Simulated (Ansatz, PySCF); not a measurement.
Spin states of BrOV (SMILES [O]=[V][Br]), each relaxed with B3LYP-D3(BJ)/def2-TZVP.
State 1 (charge 0, multiplicity 3):
```xyz
3

V      0.372    -0.204     0.204
O      1.479    -0.278    -0.923
Br    -1.884     0.530     0.648
```
State 2 (charge 0, multiplicity 1):
| atom | x (Å) | y (Å) | z (Å) |
|---|---|---|---|
| V | 0.3925 | -0.2279 | 0.2529 |
| O | 1.4248 | -0.2539 | -0.9333 |
| Br | -1.8505 | 0.5292 | 0.6100 |

Singlets are restricted, other states unrestricted; no spin–orbit coupling, no relativity up to Kr; see below for the cores. The largest T1 diagnostic is 0.064.

Run with Ansatz (Gaussian basis) for Hartree–Fock, density functionals and correlated methods; PySCF for the dispersion terms. Values without a source in brackets are computed.

```csv
level,energy of the multiplicity-1 state less that of the multiplicity-3 state (kJ/mol)
PBE-D4/def2-TZVPP,101.8
BLYP/def2-TZVPP,87.4
BLYP-D3(BJ)/def2-TZVPP,87.2
r2SCAN/def2-TZVPP,109.7
r2SCAN-D3(BJ)/def2-TZVPP,109.7
B3LYP/def2-TZVPP,95.1
B3LYP-D3(BJ)/def2-TZVPP,94.9
BHLYP-D4/def2-TZVPP,105.7
CAM-B3LYP-D4/def2-TZVPP,?
```

Question: Complete the blanks.

Answer: 
- CAM-B3LYP-D4/def2-TZVPP, energy of the multiplicity-1 state less that of the multiplicity-3 state (kJ/mol): 99.7

Ansatz is a quantum-chemistry and plane-wave program.
